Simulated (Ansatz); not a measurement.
```yaml
crystal:
  periodic: [false, false, false]
  atoms:
    - {symbol: Cu, position_ang: [-0.006058, 0.005063, -1.248068]}
    - {symbol: N, position_ang: [0.002724, -0.003147, 0.932667]}
    - {symbol: H, position_ang: [-0.459476, 0.946263, 1.354077]}
    - {symbol: H, position_ang: [1.060883, -0.078258, 1.341764]}
    - {symbol: H, position_ang: [-0.586541, -0.882729, 1.347063]}
    - {symbol: Br, position_ang: [-0.011544, 0.012807, -3.727492]}
basis:
  gaussian: {orbitals: def2-mTZVPP}
hamiltonian: {xc: {name: HSE06}, dispersion: d4}
scf: {lower_state_search: off}
```

```sh
$ ansatz run in.yaml --threads 4 --pin off --events-out ev --progress --plain --max-ram 3916MiB
```

It prints (some lines left out):

```
Functional definition: HSE06
1047 factors; integrals over basis functions are off by at most 1.2e-3 eV
69 factors; integrals over basis functions are off by at most 6.7e-7 eV
mean field evaluation 1: about -116205.1612 eV, gradient 7.2e1 eV
mean field evaluation 2: about -116115.0356 eV, gradient 3.2e2 eV
mean field evaluation 4: about -116211.4396 eV, gradient 1.2e1 eV
mean field evaluation 8: about -116211.7191 eV, gradient 1.8e0 eV
mean field evaluation 16: about -116211.7232 eV, gradient 9.9e-5 eV
mean field -116211.72324183 eV, -4270.7020580021 hartree, gradient 2.4e-6 eV, S^2 0.000000; 0 other end points of the search recorded, 0 dependent functions left out
reference -116211.72328250 eV, -4270.7020594965 hartree; 37, 37 occupied and 71, 71 virtual orbitals, 1047 factors
Total energy: -116211.79420184 eV, -4270.7046657345 hartree
Checks for a lower state left out: stability, starts, cluster_reference, orbital_swaps, neighbouring_geometries, increment
```

It took 1.1 s on 4 threads of Arm Neoverse V1 on a shared host.

HSE06 is defined as in plane-wave codes, on full-range PBE exchange.
